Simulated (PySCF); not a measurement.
F$_{2}$Si, charge +1, doublet, at a GFN2-xTB geometry (a state made from the parent by changing its charge; the spin is typed, not shown lowest); CCSD(T)/6-31G (PySCF).

PySCF was given this input:
```python
from pyscf import gto, scf, cc

mol = gto.M(
    atom='''
F    -1.315517   -0.404628    0.010450
Si   -0.017402    0.449927    0.037357
F     1.342587   -0.295259   -0.068561
''',
    basis='6-31g',
    charge=1,
    spin=1,
    verbose=4,
)

mf = scf.UHF(mol)
mf.kernel()

mycc = cc.CCSD(mf)
mycc.diis_space = 3
mycc.kernel()
et = mycc.ccsd_t()
print('E(CCSD(T)) = %.10f' % (mycc.e_tot + et))
```

**Question.** Write the output that PySCF gives for this input, abridged.

**Answer.** 
```
PySCF version 2.14.0

[INPUT] verbose = 4
[INPUT] num. atoms = 3
[INPUT] num. electrons = 31
[INPUT] charge = 1
[INPUT] spin (= nelec alpha-beta = 2S) = 1
[INPUT] symmetry False subgroup None
[INPUT] Mole.unit = angstrom
[INPUT] Symbol           X                Y                Z      unit          X                Y                Z       unit  Magmom
[INPUT]  1 F     -1.315517000000  -0.404628000000   0.010450000000 AA   -2.485966842209  -0.764636102331   0.019747638002 Bohr   0.0
[INPUT]  2 Si    -0.017402000000   0.449927000000   0.037357000000 AA   -0.032885014020   0.850238806047   0.070594498835 Bohr   0.0
[INPUT]  3 F      1.342587000000  -0.295259000000  -0.068561000000 AA    2.537121728401  -0.557958645813  -0.129561512826 Bohr   0.0

nuclear repulsion = 101.896458033467
number of shells = 17
number of NR pGTOs = 90
number of NR cGTOs = 31
basis = 6-31g
ecp = {}

******** <class 'pyscf.scf.uhf.UHF'> ********
method = UHF
initial guess = minao
damping factor = 0
level_shift factor = 0
DIIS = <class 'pyscf.scf.diis.CDIIS'>
diis_start_cycle = 1
diis_space = 8
diis_damp = 0
SCF conv_tol = 1e-09
SCF conv_tol_grad = None
SCF max_cycles = 50
direct_scf = True
direct_scf_tol = 1e-13
number electrons alpha = 16  beta = 15
Set gradient conv threshold to 3.16228e-05
init E= -487.928809092258

cycle= 1 E= -487.290767609772  delta_E= 0.638  |g|= 0.389  |ddm|= 1.27
cycle= 2 E= -487.363437120624  delta_E= -0.0727  |g|= 0.26  |ddm|= 0.725
cycle= 3 E= -487.386086144217  delta_E= -0.0226  |g|= 0.0343  |ddm|= 0.167
cycle= 4 E= -487.387657863509  delta_E= -0.00157  |g|= 0.00983  |ddm|= 0.0966
cycle= 5 E= -487.387843020072  delta_E= -0.000185  |g|= 0.00227  |ddm|= 0.0379
cycle= 6 E= -487.387853315937  delta_E= -1.03e-05  |g|= 0.000871  |ddm|= 0.00754
cycle= 7 E= -487.387854965883  delta_E= -1.65e-06  |g|= 0.000293  |ddm|= 0.00291
cycle= 8 E= -487.387855161351  delta_E= -1.95e-07  |g|= 9.22e-05  |ddm|= 0.000925
cycle= 9 E= -487.387855181993  delta_E= -2.06e-08  |g|= 2.2e-05  |ddm|= 0.000365
cycle= 10 E= -487.387855182863  delta_E= -8.7e-10  |g|= 8.3e-06  |ddm|= 5.37e-05
Extra cycle  E= -487.38785518294  delta_E= -7.64e-11  |g|= 4.9e-06  |ddm|= 9.58e-06
converged SCF energy = -487.38785518294  <S^2> = 0.75594793  2S+1 = 2.0059391

******** <class 'pyscf.cc.uccsd.UCCSD'> ********
CC2 = 0
CCSD nocc = (np.int64(16), np.int64(15)), nmo = (31, 31)
max_cycle = 50
direct = 0
conv_tol = 1e-07
conv_tol_normt = 1e-06
diis_space = 3
diis_start_cycle = 0
diis_start_energy_diff = 1e+09
Init t2, MP2 energy = -0.295999461576653
Init E_corr(UCCSD) = -0.295999461595031
cycle = 1  E_corr(UCCSD) = -0.278550347040606  dE = 0.0174491146  norm(t1,t2) = 0.110975
cycle = 2  E_corr(UCCSD) = -0.291771941838005  dE = -0.0132215948  norm(t1,t2) = 0.0366211
cycle = 3  E_corr(UCCSD) = -0.290609823684258  dE = 0.00116211815  norm(t1,t2) = 0.0258711
cycle = 4  E_corr(UCCSD) = -0.292790762485971  dE = -0.0021809388  norm(t1,t2) = 0.0106119
cycle = 5  E_corr(UCCSD) = -0.292769874896056  dE = 2.08875899e-05  norm(t1,t2) = 0.00218656
cycle = 6  E_corr(UCCSD) = -0.292666530619612  dE = 0.000103344276  norm(t1,t2) = 0.00114866
cycle = 7  E_corr(UCCSD) = -0.292661648702907  dE = 4.88191671e-06  norm(t1,t2) = 0.000570814
cycle = 8  E_corr(UCCSD) = -0.292668054932777  dE = -6.40622987e-06  norm(t1,t2) = 0.000221457
cycle = 9  E_corr(UCCSD) = -0.292666399306958  dE = 1.65562582e-06  norm(t1,t2) = 0.00013482
cycle = 10  E_corr(UCCSD) = -0.292667836398283  dE = -1.43709132e-06  norm(t1,t2) = 5.43299e-05
cycle = 11  E_corr(UCCSD) = -0.292666356891604  dE = 1.47950668e-06  norm(t1,t2) = 2.80314e-05
cycle = 12  E_corr(UCCSD) = -0.292666414610747  dE = -5.77191435e-08  norm(t1,t2) = 1.63182e-05
cycle = 13  E_corr(UCCSD) = -0.29266602487878  dE = 3.89731967e-07  norm(t1,t2) = 7.75164e-06
cycle = 14  E_corr(UCCSD) = -0.292666056780959  dE = -3.19021796e-08  norm(t1,t2) = 5.566e-06
cycle = 15  E_corr(UCCSD) = -0.292665898267971  dE = 1.58512988e-07  norm(t1,t2) = 2.57697e-06
cycle = 16  E_corr(UCCSD) = -0.292665957520126  dE = -5.92521555e-08  norm(t1,t2) = 1.33169e-06
cycle = 17  E_corr(UCCSD) = -0.292665939190379  dE = 1.83297474e-08  norm(t1,t2) = 7.47752e-07
UCCSD converged
E(UCCSD) = -487.6805211221301  E_corr = -0.2926659391903789
UCCSD(T) correction = -0.00663266158104719
E(CCSD(T)) = -487.6871537837
```
